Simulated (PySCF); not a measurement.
GeOCl₂, SMILES [O]=[Ge]([Cl])[Cl]. Atoms are numbered in the order given.

```xyz
4

Ge     0.0000     0.0000     0.4069
O      0.0000     0.0000     2.0299
Cl     0.0000     1.7008    -0.8606
Cl     0.0000    -1.7008    -0.8606
```

The structure is a stationary point at PBE0-D3(BJ)/def2-SVP.

All values below come from KT2/pcSseg-2 (PySCF).

GIAO shieldings, no solvent; atoms alike by connectivity are averaged. δ = σ(ref) − σ: ⁷³Ge against GeH4 (σ = 1672.1 ppm); ¹⁷O against H2O (σ = 324.0 ppm); ³⁵Cl against HCl (σ = 945.0 ppm), references at their B3LYP-D3(BJ)/def2-TZVP geometries, non-relativistic (without spin–orbit terms, shifts of atoms bonded to Cl or Br come out too high).

```csv
nucleus,atoms,count,δ (ppm)
⁷³Ge,Ge1,1,356.1
¹⁷O,O2,1,506.5
³⁵Cl,"Cl3, Cl4",2,325.5
```
